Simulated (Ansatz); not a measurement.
A nudged elastic band was laid between two geometries of CH$_{8}$GaN (11 atoms, charge 0, multiplicity 1).

Level of theory: RKS PBE0-D4/def2-mTZVP (Ansatz).

```yaml
movable_images: 9
climbing_image: yes
spring: 5.0 eV/Å²
optimiser: quadratic models (default)
start_path: through a guess of the saddle point
force_threshold: 0.05 eV/Å
iteration_limit: 25
end_points: relaxed
```

Initial state:

```xyz
11
Properties=species:S:1:pos:R:3
Ga 0.069 -0.027 0.198
H 0.171 -0.766 1.603
C 1.695 0.034 -0.948
H 1.863 -0.937 -1.423
H 1.608 0.768 -1.756
H 2.599 0.266 -0.377
H -1.358 -0.006 -0.506
N 0.057 2.003 0.933
H 0.920 2.228 1.420
H -0.056 2.673 0.178
H -0.710 2.141 1.585
```

Final state:

```xyz
11
Properties=species:S:1:pos:R:3
Ga 0.006 0.968 -0.647
H 0.189 -0.817 2.520
C 1.690 0.002 -0.947
H 1.581 -1.059 -0.706
H 1.992 0.064 -1.996
H 2.502 0.408 -0.339
H -1.406 0.590 -1.220
N 0.047 2.453 0.411
H 0.883 2.828 0.834
H -0.757 3.025 0.616
H 0.132 -0.086 2.383
```

(1) What changes between the two ends?

(2) What energy profile does the band end with?

(3) What is the geometry of the highest image?

(4) What are the harmonic wavenumbers there?

The band took 16 iterations and about 21 core-minutes.

## Answers

(1) Bonds broken: Ga1–H2, N8–H11. Bonds formed: H2–H11. CH8GaN becomes CH6GaN + H2.

(2) The run converged. The highest image is number 5 of 0 to 10, 1.66 eV above the first end and 0.94 eV above the last; the last end lies 0.72 eV above the first. A vibrational analysis at the climbing image gives one clearly imaginary mode, 1370i cm⁻¹: a first-order saddle point. The orbitals stay closed-shell, which can raise the energy where a bond breaks towards radicals; this wasn't checked here.

```json
{"image": "0", "path coordinate (Å)": "0.00", "energy (eV)": "0.00", "Ga1–H2 (Å)": "1.59", "N8–H11 (Å)": "1.02", "H2–H11 (Å)": "3.04"}
{"image": "1", "path coordinate (Å)": "0.62", "energy (eV)": "0.01", "Ga1–H2 (Å)": "1.59", "N8–H11 (Å)": "1.02", "H2–H11 (Å)": "2.90"}
{"image": "2", "path coordinate (Å)": "1.23", "energy (eV)": "0.02", "Ga1–H2 (Å)": "1.59", "N8–H11 (Å)": "1.01", "H2–H11 (Å)": "2.81"}
{"image": "3", "path coordinate (Å)": "1.85", "energy (eV)": "0.07", "Ga1–H2 (Å)": "1.60", "N8–H11 (Å)": "1.01", "H2–H11 (Å)": "2.40"}
{"image": "4", "path coordinate (Å)": "2.47", "energy (eV)": "0.48", "Ga1–H2 (Å)": "1.66", "N8–H11 (Å)": "1.04", "H2–H11 (Å)": "1.69"}
{"image": "5", "path coordinate (Å)": "3.09", "energy (eV)": "1.66", "Ga1–H2 (Å)": "1.92", "N8–H11 (Å)": "1.43", "H2–H11 (Å)": "0.99"}
{"image": "6", "path coordinate (Å)": "3.62", "energy (eV)": "1.11", "Ga1–H2 (Å)": "2.29", "N8–H11 (Å)": "1.98", "H2–H11 (Å)": "0.77"}
{"image": "7", "path coordinate (Å)": "4.15", "energy (eV)": "0.81", "Ga1–H2 (Å)": "2.72", "N8–H11 (Å)": "2.48", "H2–H11 (Å)": "0.75"}
{"image": "8", "path coordinate (Å)": "4.68", "energy (eV)": "0.74", "Ga1–H2 (Å)": "3.14", "N8–H11 (Å)": "2.88", "H2–H11 (Å)": "0.75"}
{"image": "9", "path coordinate (Å)": "5.22", "energy (eV)": "0.73", "Ga1–H2 (Å)": "3.49", "N8–H11 (Å)": "3.12", "H2–H11 (Å)": "0.75"}
{"image": "10", "path coordinate (Å)": "5.75", "energy (eV)": "0.72", "Ga1–H2 (Å)": "3.64", "N8–H11 (Å)": "3.22", "H2–H11 (Å)": "0.75"}
```

(3) 
```xyz
11
Properties=species:S:1:pos:R:3
Ga 0.009 0.449 -0.188
H 0.018 -0.069 1.663
C 1.754 -0.063 -0.931
H 1.784 -1.121 -1.199
H 1.959 0.513 -1.838
H 2.560 0.131 -0.222
H -1.434 0.089 -0.680
N 0.048 2.122 0.868
H 0.895 2.676 0.895
H -0.762 2.728 0.895
H 0.027 0.921 1.645
```

(4) 1370i, 79, 144, 240, 420, 527, 532, 583, 605, 632, 733, 765, 790, 811, 1271, 1415, 1482, 1487, 1559, 1715, 1782, 1986, 3051, 3127, 3143, 3553, 3664 cm⁻¹.

The run took 11 min on 2 threads of Intel(R) Xeon(R) Platinum 8259CL CPU @ 2.50GHz (Skylake/Cascade Lake) (shared host), peak memory 0.25 GiB.
